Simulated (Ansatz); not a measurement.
GeH12Si4, SMILES `[SiH3][Ge]([SiH3])([SiH3])[SiH3]` at its PBE0-D4/def2-TZVP geometry, where that method's forces vanish. The species carries charge 0 and has multiplicity 1.

| atom | x (Å) | y (Å) | z (Å) |
| --- | --- | --- | --- |
| Si1 | 1.822 | -0.824 | -1.287 |
| Ge2 | 0.001 | 0.004 | -0.002 |
| Si3 | -1.878 | 0.346 | -1.418 |
| Si4 | 0.617 | 2.059 | 1.022 |
| Si5 | -0.560 | -1.578 | 1.682 |
| H6 | 1.451 | -2.116 | -1.924 |
| H7 | 2.183 | 0.149 | -2.352 |
| H8 | 3.007 | -1.042 | -0.416 |
| H9 | -3.029 | 0.856 | -0.627 |
| H10 | -2.271 | -0.936 | -2.062 |
| H11 | -1.550 | 1.334 | -2.480 |
| H12 | -0.520 | 2.596 | 1.816 |
| H13 | 0.991 | 3.059 | -0.014 |
| H14 | 1.778 | 1.850 | 1.928 |
| H15 | 0.601 | -1.798 | 2.586 |
| H16 | -1.708 | -1.083 | 2.488 |
| H17 | -0.935 | -2.876 | 1.061 |

Question: For each bond, give half the difference of the two atoms' forces along it (eV/Å; positive pushes the atoms apart) under PBE-D4, r2SCAN-D4, B3LYP-D4, ωB97M-V in def2-TZVPP. (Estimate.)

Answer: Ansatz gave: 
```csv
bond,length (Å),PBE-D4,r2SCAN-D4,B3LYP-D4,ωB97M-V
Si1–Ge2,2.378,-0.03,0.00,0.09,0.05
Si1–H6,1.487,0.09,-0.01,-0.08,-0.10
Si1–H7,1.487,0.09,-0.01,-0.08,-0.10
Si1–H8,1.487,0.09,-0.01,-0.08,-0.10
Ge2–Si3,2.378,-0.03,0.00,0.09,0.05
Ge2–Si4,2.377,-0.03,0.00,0.09,0.05
Si3–H9,1.487,0.09,-0.01,-0.08,-0.10
Si3–H10,1.487,0.09,-0.01,-0.08,-0.10
Si3–H11,1.487,0.09,-0.01,-0.08,-0.10
Si4–H13,1.487,0.09,-0.01,-0.08,-0.10
Si4–H14,1.487,0.09,-0.01,-0.08,-0.10
Si5–H15,1.487,0.09,-0.01,-0.08,-0.10
Si5–H16,1.487,0.09,-0.01,-0.08,-0.10
Si5–H17,1.487,0.09,-0.01,-0.08,-0.10
```

B3LYP here is the variant with VWN-RPA as its local correlation; programs differ in this.
